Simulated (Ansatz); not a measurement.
Species: C₂H₂S, SMILES `C=C=S` with one electron removed (charge 1, multiplicity 2).

Problem. Give a relaxed geometry from B3LYP-D3(BJ)/def2-TZVP run with Ansatz (a first-principles code).

Solution. the end point of this relaxation (outside a Z-matrix the atoms follow the SMILES, hydrogens last).
Cartesian coordinates (Å) in one orientation:
```xyz
5

C     -0.606    -0.019     0.127
C      0.705     0.023    -0.147
S      2.188     0.070    -0.457
H     -1.141     0.890     0.394
H     -1.146    -0.963     0.084
```
